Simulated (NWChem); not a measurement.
System: CHCl2F; SMILES FC(Cl)Cl

Input file for NWChem:

```
start job
memory heap 200 mb stack 900 mb global 1100 mb
geometry units angstroms
  F      1.586569    -0.177455     0.000000
  C      0.386236     0.401404     0.000000
  Cl    -0.495082    -0.058783    -1.459975
  Cl    -0.495082    -0.058783     1.459975
  H      0.497199     1.493874     0.000000
end
basis spherical
  * library 6-31g*
end
dft
  xc b3lyp
  iterations 150
end
driver
  maxiter 120
end
task dft optimize
task dft freq
```

The level has its own optimisation; frequencies are unscaled.

**Question.** Give the results of this calculation. (B3LYP/6-31G* (spherical d).) Quantities: r C–F (Å); r C–Cl (Å); r C–H (Å); highest harmonic frequency (cm⁻¹); lowest (cm⁻¹); zero-point energy (kcal/mol); dipole (D).

**Answer.** 
```json
{
 "r C–F (Å)": "1.344",
 "r C–Cl (Å)": "1.790",
 "r C–H (Å)": "1.088",
 "highest harmonic frequency (cm⁻¹)": "3175",
 "lowest (cm⁻¹)": "274",
 "zero-point energy (kcal/mol)": "13.6",
 "dipole (D)": "1.39"
}
```
